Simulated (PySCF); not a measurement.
Electronic structure of Cs (caesium, neutral) at the UHF level

Configuration: [Xe] 6p1, 2P determinant (an excited configuration). Calculation: PySCF 2.14, in aug-cc-pwCVTZ-X2C with one added diffuse shell each of s, p, d, f type (12s11p9d5f, 125 functions); scalar relativity by spin-free X2C-1e.

| Quantity | Value |
| --- | --- |
| Total energy | -7783.059696 hartree |
| One-electron energy | -10639.7860 hartree |
| Hartree (Coulomb) energy | 3048.1347 hartree |
| Exchange energy | -191.4084 hartree |
| ⟨S²⟩ | 0.7500 |
| ⟨L²⟩ | 2.000 |
| Sum of ⟨r⟩ | 44.44 bohr |
| Sum of ⟨r²⟩ | 128.3 bohr² |
| Traceless quadrupole moment −½Σ⟨3z² − r²⟩ along its main axis | -30.8 e·bohr² |
| Langevin diamagnetic susceptibility | -102 ×10⁻⁶ cm³/mol |

```json
{"shell": "1s α", "electrons": "1", "mean orbital energy (eV)": "-36158.6", "spread (eV)": "0", "rms radius, mean of both spins (bohr)": "0.0298"}
{"shell": "1s β", "electrons": "1", "mean orbital energy (eV)": "-36158.6", "spread (eV)": "0", "rms radius, mean of both spins (bohr)": "0.0298"}
{"shell": "2s α", "electrons": "1", "mean orbital energy (eV)": "-5776.9", "spread (eV)": "0", "rms radius, mean of both spins (bohr)": "0.121"}
{"shell": "2s β", "electrons": "1", "mean orbital energy (eV)": "-5776.9", "spread (eV)": "0", "rms radius, mean of both spins (bohr)": "0.121"}
{"shell": "2p α", "electrons": "3", "mean orbital energy (eV)": "-5179.7", "spread (eV)": "0.002", "rms radius, mean of both spins (bohr)": "0.108"}
{"shell": "2p β", "electrons": "3", "mean orbital energy (eV)": "-5179.7", "spread (eV)": "0.004", "rms radius, mean of both spins (bohr)": "0.108"}
{"shell": "3s α", "electrons": "1", "mean orbital energy (eV)": "-1246.6", "spread (eV)": "0", "rms radius, mean of both spins (bohr)": "0.318"}
{"shell": "3s β", "electrons": "1", "mean orbital energy (eV)": "-1246.6", "spread (eV)": "0", "rms radius, mean of both spins (bohr)": "0.318"}
{"shell": "3p α", "electrons": "3", "mean orbital energy (eV)": "-1049.3", "spread (eV)": "0.002", "rms radius, mean of both spins (bohr)": "0.318"}
{"shell": "3p β", "electrons": "3", "mean orbital energy (eV)": "-1049.3", "spread (eV)": "0.011", "rms radius, mean of both spins (bohr)": "0.318"}
{"shell": "3d α", "electrons": "5", "mean orbital energy (eV)": "-757.85", "spread (eV)": "0.007", "rms radius, mean of both spins (bohr)": "0.296"}
{"shell": "3d β", "electrons": "5", "mean orbital energy (eV)": "-757.85", "spread (eV)": "0.011", "rms radius, mean of both spins (bohr)": "0.296"}
{"shell": "4s α", "electrons": "1", "mean orbital energy (eV)": "-255.02", "spread (eV)": "0", "rms radius, mean of both spins (bohr)": "0.738"}
{"shell": "4s β", "electrons": "1", "mean orbital energy (eV)": "-255.01", "spread (eV)": "0", "rms radius, mean of both spins (bohr)": "0.738"}
{"shell": "4p α", "electrons": "3", "mean orbital energy (eV)": "-189.11", "spread (eV)": "0.004", "rms radius, mean of both spins (bohr)": "0.787"}
{"shell": "4p β", "electrons": "3", "mean orbital energy (eV)": "-189.10", "spread (eV)": "0.026", "rms radius, mean of both spins (bohr)": "0.787"}
{"shell": "4d α", "electrons": "5", "mean orbital energy (eV)": "-89.670", "spread (eV)": "0.019", "rms radius, mean of both spins (bohr)": "0.902"}
{"shell": "4d β", "electrons": "5", "mean orbital energy (eV)": "-89.664", "spread (eV)": "0.029", "rms radius, mean of both spins (bohr)": "0.902"}
{"shell": "5s α", "electrons": "1", "mean orbital energy (eV)": "-36.816", "spread (eV)": "0", "rms radius, mean of both spins (bohr)": "1.88"}
{"shell": "5s β", "electrons": "1", "mean orbital energy (eV)": "-36.771", "spread (eV)": "0", "rms radius, mean of both spins (bohr)": "1.88"}
{"shell": "5p α", "electrons": "3", "mean orbital energy (eV)": "-19.747", "spread (eV)": "0.016", "rms radius, mean of both spins (bohr)": "2.22"}
{"shell": "5p β", "electrons": "3", "mean orbital energy (eV)": "-19.708", "spread (eV)": "0.113", "rms radius, mean of both spins (bohr)": "2.22"}
{"shell": "6p α", "electrons": "1", "mean orbital energy (eV)": "-2.301", "spread (eV)": "0", "rms radius, mean of both spins (bohr)": "8.78"}
```

Spin-orbit coupling, absent here, splits the open shell strongly.

Densities and radii are taken from the X2C orbitals without a picture-change correction, which distorts them close to the nucleus.

Spin-orbit constants ζ (cm⁻¹) from the X2C one-electron operator on these orbitals: bare nucleus, nucleus screened by l(l+1)(2l+1)/3 electrons, and screened by the Breit-Pauli mean field of the electrons.

```json
{"shell": "2p", "bare": "1865000", "screened nucleus": "1797000", "mean field": "n/a"}
{"shell": "3p", "bare": "361900", "screened nucleus": "348800", "mean field": "n/a"}
{"shell": "3d", "bare": "55560", "screened nucleus": "45460", "mean field": "n/a"}
{"shell": "4p", "bare": "71070", "screened nucleus": "68480", "mean field": "n/a"}
{"shell": "4d", "bare": "8611", "screened nucleus": "7046", "mean field": "n/a"}
{"shell": "5p", "bare": "7973", "screened nucleus": "7683", "mean field": "n/a"}
{"shell": "6p", "bare": "206.5", "screened nucleus": "199.0", "mean field": "n/a"}
```

To first order the Landé constant is A = 199.0 cm⁻¹, so the lowest level has J = 1/2 and lies 0.0247 eV below the centre of the term. First order in ζ underestimates the shift of the j = l − 1/2 level at high Z.
